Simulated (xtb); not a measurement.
C₄H₉LiO, charge -1, doublet, from a rough starting geometry (GFN-xTB shapes and energies of metal compounds can be far from the true ones) (a state made from the parent by changing its charge; the spin is typed, not shown lowest); xtb with GFN2-xTB.

The xtb input:
```
$ xtb mol.xyz --gfn 2 --chrg -1 --uhf 1 --opt vtight --json

# file mol.xyz
15

Li     1.12207252     2.08664760     2.04505513
O      0.56960969     1.05606859     1.08469234
C      0.02817114     0.10806100     0.16121944
C      1.04656774    -0.98936501    -0.10244731
C     -1.25336974    -0.54059710     0.63137551
C     -0.26188819     0.85381653    -1.15482610
H      0.78058174    -1.65100592    -0.81461743
H      1.29016238    -1.47087811     0.87365183
H      2.03757257    -0.51570437    -0.43702843
H     -1.10084881    -0.99557609     1.55491971
H     -1.57156687    -1.19724899    -0.13801109
H     -1.98738241     0.21799872     0.76232991
H      0.69670206     1.37021054    -1.56794568
H     -0.93048396     1.59847181    -1.00684313
H     -0.53648060     0.19035724    -1.95540742
```

Output, abridged:

```
   ID    Z sym.   atoms
    1    3 Li     1
    2    8 O      2
    3    6 C      3-6
    4    1 H      7-15

           -------------------------------------------------
          |                Calculation Setup                |
           -------------------------------------------------

           -------------------------------------------------
          |                 G F N 2 - x T B                 |
           -------------------------------------------------

          ...................................................
          :                      SETUP                      :
          :.................................................:
          :  # basis functions                  33          :
          :  # atomic orbitals                  33          :
          :  # shells                           21          :
          :  # electrons                        33          :
          :  max. iterations                   250          :
          :  Hamiltonian                  GFN2-xTB          :
          :  restarted?                      false          :
          :  GBSA solvation                  false          :
          :  PC potential                    false          :
          :  electronic temp.          300.0000000     K    :
          :  accuracy                    1.0000000          :
          :  -> integral cutoff          0.2500000E+02      :
          :  -> integral neglect         0.1000000E-07      :
          :  -> SCF convergence          0.1000000E-05 Eh   :
          :  -> wf. convergence          0.1000000E-03 e    :
          :  Broyden damping             0.4000000          :
          :  net charge                         -1          :
          :  unpaired electrons                  1          :
          ...................................................

 iter      E             dE          RMSdq      gap      omega  full diag
   1    -17.6013694 -0.176014E+02  0.506E+00    4.43       0.0  T
   2    -17.8259807 -0.224611E+00  0.322E+00    3.70       1.0  T
   3    -17.8323753 -0.639458E-02  0.226E+00    3.53       1.0  T
   4    -17.8343028 -0.192750E-02  0.763E-01    3.38       1.0  T
   5    -17.8357843 -0.148151E-02  0.373E-01    3.48       1.0  T
   6    -17.8359001 -0.115784E-03  0.871E-02    3.67       1.0  T
   7    -17.8359054 -0.537964E-05  0.362E-02    3.70       1.0  T
   8    -17.8359053  0.119061E-06  0.130E-02    3.70       2.0  T
   9    -17.8359057 -0.398390E-06  0.362E-03    3.69       7.1  T
  10    -17.8359057  0.607202E-08  0.298E-03    3.69       8.7  T
  11    -17.8359057 -0.915080E-08  0.594E-04    3.69      43.5  T
  12    -17.8359057 -0.125837E-09  0.106E-04    3.69     243.0  T

   *** convergence criteria satisfied after 12 iterations ***

         :::::::::::::::::::::::::::::::::::::::::::::::::::::
         ::                     SUMMARY                     ::
         :::::::::::::::::::::::::::::::::::::::::::::::::::::
         :: total energy             -17.586604208048 Eh    ::
         :: gradient norm              0.202431588057 Eh/a0 ::
         :: HOMO-LUMO gap              3.689816169427 eV    ::
         ::.................................................::
         :: SCC energy               -17.835889327153 Eh    ::
         :: -> isotropic ES            0.176826023408 Eh    ::
         :: -> anisotropic ES         -0.006148930085 Eh    ::
         :: -> anisotropic XC         -0.012551752827 Eh    ::
         :: -> dispersion             -0.009700281098 Eh    ::
         :: repulsion energy           0.249285119105 Eh    ::
         :: add. restraining           0.000000000000 Eh    ::
         :: total charge              -1.000000000000 e     ::
         :::::::::::::::::::::::::::::::::::::::::::::::::::::

      -----------------------------------------------------------
     |                   =====================                   |
     |                        A N C O P T                        |
[...]
 * total energy  :   -17.6114043 Eh     change       -0.2480011E-01 Eh
 * total energy  :   -17.6180557 Eh     change       -0.6651375E-02 Eh
 * total energy  :   -17.6191116 Eh     change       -0.1055939E-02 Eh
 * total energy  :   -17.6198807 Eh     change       -0.7690377E-03 Eh
 * total energy  :   -17.6201289 Eh     change       -0.2482729E-03 Eh
 * total energy  :   -17.6202074 Eh     change       -0.7844654E-04 Eh
 * total energy  :   -17.6202190 Eh     change       -0.1160004E-04 Eh
 * total energy  :   -17.6202214 Eh     change       -0.2418081E-05 Eh
 * total energy  :   -17.6202219 Eh     change       -0.5158765E-06 Eh
 * total energy  :   -17.6202222 Eh     change       -0.2666886E-06 Eh
 * total energy  :   -17.6202224 Eh     change       -0.2187040E-06 Eh
 * total energy  :   -17.6202225 Eh     change       -0.7665766E-07 Eh
   *** GEOMETRY OPTIMIZATION CONVERGED AFTER 13 ITERATIONS ***
         :: total energy             -17.620222485376 Eh    ::
[...]
        25                          0.3509205               9.5490
        26                          0.3509570               9.5500
        27                          0.3713452              10.1048
        28                          0.3713987              10.1063
       ...                                ...                  ...
        33                          0.6371197              17.3369
      -------------------------------------------------------------
                  HL-Gap            0.1363126 Eh            3.7093 eV
             Fermi-level            0.0107521 Eh            0.2926 eV

     #   Z          covCN         q      C6AA      α(0)
     1   3 Li       0.682    -0.189    87.905    31.626
     2   8 O        1.518    -0.627    25.934     6.868
     3   6 C        3.789     0.186    17.659     5.985
     4   6 C        3.752    -0.085    22.177     6.716
     5   6 C        3.752    -0.085    22.178     6.716
     6   6 C        3.752    -0.085    22.177     6.716
     7   1 H        0.924    -0.032     3.685     3.002
     8   1 H        0.925    -0.003     3.113     2.759
     9   1 H        0.925    -0.003     3.112     2.759
    10   1 H        0.925    -0.003     3.113     2.759
    11   1 H        0.924    -0.032     3.684     3.001
    12   1 H        0.925    -0.003     3.113     2.759
    13   1 H        0.925    -0.003     3.113     2.759
    14   1 H        0.925    -0.003     3.113     2.759
    15   1 H        0.924    -0.032     3.684     3.002

 Mol. C6AA /au·bohr⁶  :       2167.635551
 Mol. C8AA /au·bohr⁸  :      57863.411483
 Mol. α(0) /au        :         90.185139

Wiberg/Mayer (AO) data.
largest (>0.10) Wiberg bond orders for each atom

 ---------------------------------------------------------------------------
     #   Z sym  total        # sym  WBO       # sym  WBO       # sym  WBO
 ---------------------------------------------------------------------------
     1   3 Li   0.380 --     2 O    0.419
     2   8 O    1.723 --     3 C    1.150     1 Li   0.419
     3   6 C    3.977 --     2 O    1.150     5 C    0.946     4 C    0.946
                             6 C    0.946
     4   6 C    3.985 --     9 H    0.993     8 H    0.993     7 H    0.987
                             3 C    0.946
     5   6 C    3.985 --    10 H    0.993    12 H    0.993    11 H    0.987
                             3 C    0.946
     6   6 C    3.985 --    14 H    0.993    13 H    0.993    15 H    0.987
                             3 C    0.946
     7   1 H    0.999 --     4 C    0.987
     8   1 H    1.000 --     4 C    0.993
     9   1 H    1.000 --     4 C    0.993
    10   1 H    1.000 --     5 C    0.993
    11   1 H    0.999 --     5 C    0.987
    12   1 H    1.000 --     5 C    0.993
    13   1 H    1.000 --     6 C    0.993
    14   1 H    1.000 --     6 C    0.993
    15   1 H    0.999 --     6 C    0.987
 ---------------------------------------------------------------------------

Topologies differ in total number of bonds
Writing topology from bond orders to xtbtopo.mol

molecular dipole:
                 x           y           z       tot (Debye)
 q only:       -0.852      -1.675      -1.706
   full:       -1.562      -3.044      -3.119      11.768
molecular quadrupole (traceless):
                xx          xy          yy          xz          yz          zz
 q only:        4.028      -4.071      -1.813      -4.174      -8.129      -2.215
  q+dip:       11.357     -11.514      -5.058     -11.829     -22.960      -6.299
   full:       11.363     -11.519      -5.062     -11.835     -22.970      -6.301

optimized geometry written to: xtbopt.xyz

           -------------------------------------------------
          | TOTAL ENERGY              -17.620222485376 Eh   |
          | GRADIENT NORM               0.000088291181 Eh/α |
          | HOMO-LUMO GAP               3.709254940016 eV   |
           -------------------------------------------------

normal termination of xtb
```
